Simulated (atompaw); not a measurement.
Before and after: PAW (atompaw) potential for Te (Z = 52)

| Property | Result |
| --- | --- |
| Element | Te |
| Generator | atompaw 4.2.0.5 |
| Type | PAW |
| Functional | PBE |
| Relativity | scalar-relativistic |
| Frozen core | [Kr] 4d10 |
| Valence charge | 6 |
| Reference configuration | 5s2 5p2 (charge +2) |
| Partial waves | 5s (bound): rc 1.85 bohr; 5s channel at -2 Ry: rc 1.85 bohr; 5p (bound): rc 1.85 bohr; 5p channel at 3.4 Ry: rc 1.55 bohr; 5d channel at 0.05 Ry: rc 1.85 bohr; 5d channel at 1.95 Ry: rc 1.85 bohr |
| Local potential | ultrasoft scheme with l = 3 at -0.5 Ry, radius 1.45 bohr |
| Core correction | smooth core density matched at 1.20 bohr |
| Augmentation charge | besselshape compensation charge, radius 1.60 bohr; PAW radius 1.85 bohr; waves and projectors: custom rrkj gramschmidtortho |

All-electron outer shells of the reference configuration (PBE, scalar-relativistic, ld1.x):

| shell | level (eV) | outermost node (bohr) | outermost maximum (bohr) |
| --- | --- | --- | --- |
| 5s | -32.71 | 0.91 | 1.75 |
| 5p | -22.30 | 0.99 | 2.04 |

Change: local potential bessel scheme, radius 1.45 bohr.

Cutoffs: the cutoffs (Ry, on a coarse ladder) from which the occupation-weighted sum of valence levels, in a spherical-Bessel basis at the reference potential, stays within 10 and 1 mRy of its value at 400 Ry; they do not see the model core or the augmentation charge, which bear on the density cutoff.

**Question.** What does the change do?

**Answer.** The potential gets harder (15 Ry and 21 Ry → 15 Ry and 25 Ry); the bound ghosts move from d, p, s to d; the range in which the s phases agree narrows (upper end at the end of the scan → 2.6). A state that the projectors do not describe sees the local part alone, so a deeper or shallower local part can create or remove a ghost.

```tsv
quantity	base	changed
cutoff, loose	15 Ry	15 Ry
cutoff, tight	21 Ry	25 Ry
loose cutoff by channel (10 mRy a level)	s 6 Ry, p 12 Ry	s 8 Ry, p 12 Ry
bound ghosts	s, p, d	d
s: phases at 1.86 bohr within 0.05 rad from the reference energy up to (Ry; the scan ends near 5)	to the end of the scan	2.6
p: phases at 1.86 bohr within 0.05 rad from the reference energy up to (Ry; the scan ends near 5)	to the end of the scan	to the end of the scan
d: phases at 1.86 bohr within 0.05 rad from the reference energy up to (Ry; the scan ends near 5)	to the end of the scan	to the end of the scan
lowest overlap eigenvalue by channel	s 0.31, p 0.87, d 0.78	s 0.41, p 0.90, d 0.79
```

 A true bound ghost makes a file unfit for plane-wave use even where its test errors are small: the radial tests pick states by their node count and pass the ghost by. The cutoffs see the waves, projectors and local potential, not the compensation charge or the core.
